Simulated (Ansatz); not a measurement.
Ansatz (an electronic-structure program) input (B3LYP/LANL2DZ): The .json file is the Basis Set Exchange's LANL2DZ.

Ansatz 0.2 input:
```yaml
crystal:
  periodic: [false, false, false]
  atoms:
    - {symbol: Rb, position_ang: [-0.00000000, -0.00000000, -1.99777739]}
    - {symbol: I, position_ang: [0.00000000, 0.00000000, 1.39467479]}
basis:
  gaussian:
    orbitals: LANL2DZ.json
hamiltonian:
  xc: {name: B3LYP}
phonons: {temperatures: {t_min: 298.15, t_max: 298.15, t_step: 100}}
```

Output:

```
WARN ansatz: RAYON_NUM_THREADS=1 ignored (pool sized by the plan → 1); use --threads N
Functional definition: B3LYP
integrals: 0.01 GiB planned
322 factors; integrals over basis functions are off by at most 1.3e-4 eV
mean field: 0.08 GiB planned
mean field evaluation 1: about -960.6251 eV, gradient 1.2e1 eV
mean field evaluation 2: about -960.3306 eV, gradient 1.3e1 eV
mean field evaluation 4: about -961.4787 eV, gradient 4.8e-2 eV
mean field evaluation 8: about -961.4791 eV, gradient 1.7e-4 eV
mean field -961.47913333 eV, -35.3337064359 hartree, gradient 3.6e-5 eV, S^2 0.000000; 0 other end points of the search recorded, 0 dependent functions left out
the calculation of the forces begins
reference -961.47938321 eV, -35.3337156189 hartree; 8, 8 occupied and 12, 12 virtual orbitals, 322 factors
these checks for a lower state are left out or cut short: stability, starts, cluster_reference, orbital_swaps, neighbouring_geometries, increment
integrals: 0.01 GiB planned
322 factors; integrals over basis functions are off by at most 1.3e-4 eV
mean field: 0.08 GiB planned
mean field evaluation 16: about -961.4791 eV, gradient 5.1e-7 eV
mean field -961.47913333 eV, -35.3337064358 hartree, gradient 5.1e-7 eV, S^2 0.000000; 0 other end points of the search recorded, 0 dependent functions left out
the calculation of the forces begins
reference -961.47938321 eV, -35.3337156189 hartree; 8, 8 occupied and 12, 12 virtual orbitals, 322 factors
these checks for a lower state are left out or cut short: stability, starts, cluster_reference, orbital_swaps, neighbouring_geometries, increment
integrals: 0.01 GiB planned
322 factors; integrals over basis functions are off by at most 1.3e-4 eV
mean field: 0.08 GiB planned
mean field -961.47913333 eV, -35.3337064358 hartree, gradient 5.0e-7 eV, S^2 0.000000; 0 other end points of the search recorded, 0 dependent functions left out
the calculation of the forces begins
reference -961.47938321 eV, -35.3337156189 hartree; 8, 8 occupied and 12, 12 virtual orbitals, 322 factors
these checks for a lower state are left out or cut short: stability, starts, cluster_reference, orbital_swaps, neighbouring_geometries, increment
integrals: 0.01 GiB planned
322 factors; integrals over basis functions are off by at most 1.3e-4 eV
mean field: 0.08 GiB planned
mean field -961.47913333 eV, -35.3337064358 hartree, gradient 5.1e-7 eV, S^2 0.000000; 0 other end points of the search recorded, 0 dependent functions left out
the calculation of the forces begins
reference -961.47938321 eV, -35.3337156189 hartree; 8, 8 occupied and 12, 12 virtual orbitals, 322 factors
these checks for a lower state are left out or cut short: stability, starts, cluster_reference, orbital_swaps, neighbouring_geometries, increment
integrals: 0.01 GiB planned
322 factors; integrals over basis functions are off by at most 1.3e-4 eV
mean field: 0.08 GiB planned
mean field -961.47913333 eV, -35.3337064358 hartree, gradient 5.0e-7 eV, S^2 0.000000; 0 other end points of the search recorded, 0 dependent functions left out
the calculation of the forces begins
reference -961.47938321 eV, -35.3337156189 hartree; 8, 8 occupied and 12, 12 virtual orbitals, 322 factors
these checks for a lower state are left out or cut short: stability, starts, cluster_reference, orbital_swaps, neighbouring_geometries, increment
integrals: 0.01 GiB planned
322 factors; integrals over basis functions are off by at most 1.3e-4 eV
mean field: 0.08 GiB planned
mean field evaluation 32: about -961.4787 eV, gradient 2.1e-2 eV
mean field -961.47912862 eV, -35.3337062629 hartree, gradient 1.3e-6 eV, S^2 0.000000; 0 other end points of the search recorded, 0 dependent functions left out
the calculation of the forces begins
reference -961.47937852 eV, -35.3337154463 hartree; 8, 8 occupied and 12, 12 virtual orbitals, 322 factors
these checks for a lower state are left out or cut short: stability, starts, cluster_reference, orbital_swaps, neighbouring_geometries, increment
integrals: 0.01 GiB planned
322 factors; integrals over basis functions are off by at most 1.3e-4 eV
mean field: 0.08 GiB planned
mean field -961.47912091 eV, -35.3337059797 hartree, gradient 6.5e-7 eV, S^2 0.000000; 0 other end points of the search recorded, 0 dependent functions left out
the calculation of the forces begins
reference -961.47937079 eV, -35.3337151623 hartree; 8, 8 occupied and 12, 12 virtual orbitals, 322 factors
these checks for a lower state are left out or cut short: stability, starts, cluster_reference, orbital_swaps, neighbouring_geometries, increment
integrals: 0.01 GiB planned
322 factors; integrals over basis functions are off by at most 1.3e-4 eV
mean field: 0.08 GiB planned
mean field -961.47913333 eV, -35.3337064358 hartree, gradient 5.0e-7 eV, S^2 0.000000; 0 other end points of the search recorded, 0 dependent functions left out
the calculation of the forces begins
reference -961.47938321 eV, -35.3337156189 hartree; 8, 8 occupied and 12, 12 virtual orbitals, 322 factors
these checks for a lower state are left out or cut short: stability, starts, cluster_reference, orbital_swaps, neighbouring_geometries, increment
integrals: 0.01 GiB planned
322 factors; integrals over basis functions are off by at most 1.3e-4 eV
mean field: 0.08 GiB planned
mean field -961.47913333 eV, -35.3337064358 hartree, gradient 5.1e-7 eV, S^2 0.000000; 0 other end points of the search recorded, 0 dependent functions left out
the calculation of the forces begins
reference -961.47938321 eV, -35.3337156189 hartree; 8, 8 occupied and 12, 12 virtual orbitals, 322 factors
these checks for a lower state are left out or cut short: stability, starts, cluster_reference, orbital_swaps, neighbouring_geometries, increment
integrals: 0.01 GiB planned
322 factors; integrals over basis functions are off by at most 1.3e-4 eV
mean field: 0.08 GiB planned
mean field -961.47913333 eV, -35.3337064358 hartree, gradient 5.0e-7 eV, S^2 0.000000; 0 other end points of the search recorded, 0 dependent functions left out
the calculation of the forces begins
reference -961.47938321 eV, -35.3337156189 hartree; 8, 8 occupied and 12, 12 virtual orbitals, 322 factors
these checks for a lower state are left out or cut short: stability, starts, cluster_reference, orbital_swaps, neighbouring_geometries, increment
integrals: 0.01 GiB planned
322 factors; integrals over basis functions are off by at most 1.3e-4 eV
mean field: 0.08 GiB planned
mean field evaluation 64: about -961.4791 eV, gradient 4.8e-6 eV
mean field -961.47913333 eV, -35.3337064358 hartree, gradient 5.1e-7 eV, S^2 0.000000; 0 other end points of the search recorded, 0 dependent functions left out
the calculation of the forces begins
reference -961.47938321 eV, -35.3337156189 hartree; 8, 8 occupied and 12, 12 virtual orbitals, 322 factors
these checks for a lower state are left out or cut short: stability, starts, cluster_reference, orbital_swaps, neighbouring_geometries, increment
integrals: 0.01 GiB planned
322 factors; integrals over basis functions are off by at most 1.3e-4 eV
mean field: 0.08 GiB planned
mean field -961.47912091 eV, -35.3337059797 hartree, gradient 6.5e-7 eV, S^2 0.000000; 0 other end points of the search recorded, 0 dependent functions left out
the calculation of the forces begins
reference -961.47937079 eV, -35.3337151623 hartree; 8, 8 occupied and 12, 12 virtual orbitals, 322 factors
these checks for a lower state are left out or cut short: stability, starts, cluster_reference, orbital_swaps, neighbouring_geometries, increment
integrals: 0.01 GiB planned
322 factors; integrals over basis functions are off by at most 1.3e-4 eV
mean field: 0.08 GiB planned
mean field -961.47912862 eV, -35.3337062629 hartree, gradient 1.3e-6 eV, S^2 0.000000; 0 other end points of the search recorded, 0 dependent functions left out
the calculation of the forces begins
reference -961.47937852 eV, -35.3337154463 hartree; 8, 8 occupied and 12, 12 virtual orbitals, 322 factors
Total energy: -961.47938321 eV, -35.3337156189 hartree
Atom 0 at    -0.000000    -0.000000    -1.997777 Å, force    -0.000000    -0.000000     0.001551 eV/Å
Atom 1 at     0.000000     0.000000     1.394675 Å, force     0.000000     0.000000    -0.001551 eV/Å
Dipole moment:    -0.000000     0.000000    -2.820568 e Å
Vibrations: 120.78 cm⁻¹, zero-point energy 0.007487 eV
```

The blocks after the first are displaced geometries, from whose forces the wavenumbers follow.
